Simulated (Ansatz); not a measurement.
## Interaction energy ladder

The pair of F⁻ (SMILES [F-], atom 1) and H$_{2}$O$_{2}$ (SMILES OO, atoms 2–5), both closed shells, in one local arrangement (a lower one may exist), relaxed at PBE0-D4/def2-TZVPD:

```xyz
5
angstrom
F -0.2846 0.2810 -1.4492
O 0.7477 -0.5542 0.6486
O -0.4106 0.2232 1.0369
H 0.6287 -0.4144 -0.3388
H -0.6812 0.4644 0.1024
```

Program: Ansatz 0.2.0. Basis: def2-TZVPPD, with def2-QZVPPD for the basis limit. Cores are frozen in the correlated methods. B3LYP uses VWN-RPA correlation. Extrapolation: Hartree–Fock as exp(−7.88 √X), correlation as X^−2.97. Interaction energies count from these two fragments, frozen as in the pair, with the counterpoise correction; negative means bound.

Problem. What is the interaction energy by CCSD(T) at an estimated basis limit (MP2 extrapolated from triple and quadruple zeta, plus CCSD(T) − MP2 in triple zeta)? (An estimate is asked for; the value comes from the calculation.)

Solution. The calculation gives: -52.75 kcal/mol. Hartree–Fock alone gives -51.10 kcal/mol at the basis limit. It counts from the two fragments frozen as in the pair.

The same quantity by other methods in triple zeta, and each one's difference from that estimate:
```
   method  E_int (kcal/mol)  difference
   PBE-D4            -52.46        0.29
revPBE-D4            -49.71        3.04
  BLYP-D4            -50.34        2.41
r2SCAN-D4            -54.85       -2.10
   B97M-V            -52.04        0.71
  PBE0-D4            -54.20       -1.45
 B3LYP-D4            -52.66        0.10
 HSE06-D4            -54.14       -1.38
  wB97X-V            -52.81       -0.06
  wB97M-V            -52.87       -0.12
   B2PLYP            -51.60        1.15
       HF            -51.03        1.72
      MP2            -50.88        1.88
     CCSD            -50.83        1.93
  CCSD(T)            -51.02        1.73
```
Differences are method less estimate.

Energy to bend the free fragments (PBE0-D4 minima) into their shapes in the pair, CCSD(T)/def2-TZVPPD: H$_{2}$O$_{2}$ 13.11 kcal/mol. This must be added to the interaction energy to get the binding energy from relaxed fragments.

Basis-set superposition shift (counterpoise-corrected less uncorrected): CCSD(T) 1.43; MP2 1.41; HF 0.05; PBE0-D4 0.07; wB97M-V 0.06 kcal/mol.

T1 diagnostic: at most 0.023.

For scale, one of the runs: CCSD(T)/def2-TZVPPD, 154 basis functions, launched by `ansatz run in.yaml --threads 2 --pin off --events-out ev --progress --plain --max-ram 5222MiB`. Time: 25 s of wall clock on 2 CPU threads of an Arm Neoverse V2; the host was shared. Peak host memory: 1.2 GiB.
